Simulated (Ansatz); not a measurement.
CH8FNSi2 can be A, `N[SiH](F)C[SiH3]`, or B, `C[SiH](F)N[SiH3]`.

Computed with Ansatz on PBE0-D4/def2-TZVP structures; ΔE is electronic, products minus reactants. CCSD(T)/CBS adds triple-zeta CCSD(T) − MP2 to the extrapolated MP2 energy (def2 sets, frozen cores). Functionals use def2-TZVPP. B3LYP here is the variant with VWN-RPA as its local correlation; programs differ in this. One conformer a species, not always the lowest.

A:

```xyz
13

N     0.4754   -1.1730    1.4551
Si    1.2183    0.0559    0.5450
F     2.0848    1.0772    1.4346
C    -0.0800    1.0421   -0.3361
Si   -1.3205    0.0015   -1.2795
H    -0.3745   -1.0164    1.9714
H     1.0060   -1.9368    1.8397
H     2.1912   -0.5845   -0.3691
H     0.4198    1.7289   -1.0272
H    -0.6156    1.6657    0.3886
H    -0.6277   -1.0250   -2.1027
H    -2.2376   -0.6866   -0.3332
H    -2.1396    0.8509   -2.1867
```

B:

```xyz
13

C     0.1773    0.0241   -1.8582
Si    0.8003    0.9047   -0.3549
F     0.1184    2.3590   -0.3474
N     0.4495    0.0500    1.0879
Si   -0.9530   -0.8537    1.5447
H     0.6322   -0.9651   -1.9462
H    -0.9075   -0.0992   -1.8272
H     0.4235    0.5967   -2.7555
H     2.2633    1.1474   -0.3787
H     1.1187    0.2037    1.8303
H    -1.6423   -0.2465    2.7146
H    -0.6032   -2.2541    1.9064
H    -1.8772   -0.8670    0.3842
```

(1) Which isomer does CCSD(T)/CBS put lower? Give the gap. (An estimate is asked.)

(2) Give E(B) − E(A) in kJ/mol with HF/def2-TZVPP, r2SCAN-D4, B2PLYP, CCSD(T)/def2-TZVPP, B3LYP-D4, CCSD/def2-TZVPP, ωB97M-V. (Estimate.)

Largest T1 diagnostic: 0.011.

Results:

(1) The calculation gave: B, by 48.5 kJ/mol.

(2) The calculation gave: HF/def2-TZVPP -58.9, r2SCAN-D4 -46.3, B2PLYP -50.8, CCSD(T)/def2-TZVPP -48.5, B3LYP-D4 -50.0, CCSD/def2-TZVPP -49.9, ωB97M-V -46.4. None reverses the order clearly.

In def2-TZVPP, CCSD(T) changes the Hartree–Fock value by +10.3 kJ/mol (the triples alone add +1.3 kJ/mol) and MP2 by +9.6 kJ/mol.
